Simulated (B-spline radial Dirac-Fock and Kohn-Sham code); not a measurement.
A summary of the ionisation energies of gallium (Z = 31) against charge, from Dirac-Fock energy differences between relaxed states, corrected for Breit and QED terms and from the NIST table. The largest relative steps of the computed values, from charge +5 on, come at Ga⁵⁺ (26 electrons left, 85.86 to 113.0 eV); Ga¹³⁺ (18 electrons left, 355.7 to 471.7 eV); Ga²¹⁺ (10 electrons left, 806.6 to 2016.4 eV); Ga²⁹⁺ (2 electrons left, 2984.3 to 12695.0 eV). The median of |NIST − computed| / NIST over the 31 ions is 0.52 %.

| charge | computed (eV) | NIST (eV) |
| --- | --- | --- |
| 0 | 5.44 | 5.999302 |
| 2 | 29.61 | 30.72576 |
| 4 | 85.86 | 86.01 |
| 6 | 142.1 | 140.8 |
| 8 | 206.2 | 211 |
| 10 | 277.5 | 280 |
| 12 | 355.7 | 356 |
| 14 | 510.9 | 508.8 |
| 16 | 591.9 | 599.8 |
| 18 | 676.5 | 677 |
| 20 | 806.6 | 807.308 |
| 22 | 2140.2 | 2129 |
| 24 | 2396.4 | 2391 |
| 26 | 2664.3 | 2683 |
| 28 | 2984.3 | 2984.426 |
| 30 | 13239.6 | 13239.5 |
